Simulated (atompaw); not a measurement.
# Scattering properties, PAW (atompaw) potential for rubidium

atompaw 4.2.0.5 input, output lines left out:

```
Rb 37
GGA-PBESOL scalarrelativistic loggrid 1500 logderivrange -4 5 226
5 5 3 0 0 0
5 0 1
5 1 0
0 0 0
c
c
c
v
v
c
c
v
v
c
2
2.85 2.40 2.75 1.70
n
n
y
0.05
y
0.7
n
custom rrkj gramschmidtortho besselshape
bessel
2.10
2.85
2.85
2.85
2.85
2.85
```

The phase is arctan(r·u′/u) with u = r·R(r), unwrapped; energies in Ry, scanned from -4 to 5 Ry. A pole is an energy at which the radial function vanishes at the test radius. The pseudo phase is shifted by a multiple of π to meet the all-electron one at the reference energy, and phase errors are pseudo minus all-electron; the curves can meet again beyond the range given. Levels narrower than the energy grid can be missing from the lists of poles.

Q: For each channel, where are the poles, and over which energies does the pseudopotential scatter like the atom?

A:

```tsv
channel	radius (bohr)	reference energy (Ry)	poles, all-electron	poles, pseudo	unbroken range about the reference energy with phases within 0.05 rad	phase error 1 Ry above the reference energy (rad)
s	2.87	-0.16	-2.23, 3.35	-2.23, 3.45	the whole range	+0.009
p	2.87	-0.05	-0.90, 4.45	-0.90, 3.95	below 1.3	-0.008
d	2.87	0.05	1.18	1.18	below 2.6	+0.000
```

Phases in the s channel:

```tsv
E (Ry)	all-electron	pseudo
-4.00	1.366	1.366
-3.52	1.340	1.340
-3.04	1.289	1.289
-2.56	0.962	0.963
-2.08	-1.674	-1.674
-1.60	-1.786	-1.785
-1.12	-1.856	-1.856
-0.64	-1.946	-1.946
-0.16	-2.110	-2.110
0.32	-2.526	-2.525
0.80	-3.568	-3.559
1.28	-4.243	-4.235
1.76	-4.477	-4.471
2.24	-4.587	-4.581
2.72	-4.653	-4.646
3.20	-4.700	-4.692
3.68	-4.738	-4.729
4.16	-4.773	-4.763
4.64	-4.810	-4.797
```
